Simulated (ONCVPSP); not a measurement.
# Which change was made? (Be, ONCV)

```
Element                 : beryllium (Be)
Generator               : ONCVPSP 4.0.1
Type                    : optimised norm-conserving Vanderbilt (ONCV)
Functional              : PBE
Relativity              : scalar-relativistic
Frozen core             : [He]
Valence charge          : 2
Reference configuration : 2s2
Partial waves           : 2s: rc 2.25 bohr, ncon 4, nbas 8, qcut 2.3 1/bohr, 1 projector; p scattering state at 0.38 Ha: rc 2.45 bohr, ncon 3, nbas 6, qcut 3.1 1/bohr, 1 projector; d scattering state at 0.02 Ha: rc 2.40 bohr, ncon 5, nbas 10, qcut 4.2 1/bohr, 2 projectors, debl 3 Ha
Local potential         : polynomial inside 1.80 bohr (lpopt 1, dvloc0 0 Ha)
Core correction         : Teter function, fcfact 6, rcfact 1.35
```

In the p channel the program set the typed energies aside and used 0.050 Ha.

Cutoffs, loose and tight: the cutoffs (Ha) at which the residual kinetic energy of the hardest occupied pseudo-wave falls to 1 and 0.1 mHa per electron. They do not see the model core or the augmentation charge, which bear on the density cutoff. Test errors are all-electron minus pseudo excitation energies from the reference, over the configurations 2s1; 2s1.5; 2s1 2p1; 2s0 2p2; variants that change the core or the reference have their own tests. The largest error is taken over the tests solved by every variant that gives reliable tests at all, those not shown here included: 2s1; 2s1 2p1; 2s1.5.

The base gives: outcome: generated, projector energies reset by the program; cutoff, loose: 6.6 Ha; cutoff, tight: 30 Ha; bound ghosts: none; GHOST(+) flags above zero: none; largest test error (meV): -15.

(1) After one change the result is: outcome: generated, projector energies reset by the program; cutoff, loose: 2.3 Ha; cutoff, tight: 16 Ha; bound ghosts: none; GHOST(+) flags above zero: none; largest test error (meV): -34. Which change was it?
A. all radii but the core radius scaled by about 1.20 (s 2.70, p 2.94, d 2.88 bohr); local potential polynomial inside 2.16 bohr (lpopt 1, dvloc0 0 Ha)
B. s: rc 2.8
C. s: qcut 2.7

## Answers

(1) A. The others give: s: qcut 2.7 → outcome: generated, projector energies reset by the program; cutoff, loose: 3.9 Ha; cutoff, tight: 27 Ha; bound ghosts: none; GHOST(+) flags above zero: none; largest test error (meV): -15 | s: rc 2.8 → outcome: generated, projector energies reset by the program; cutoff, loose: 1.8 Ha; cutoff, tight: 12 Ha; bound ghosts: none; GHOST(+) flags above zero: none; largest test error (meV): -22.
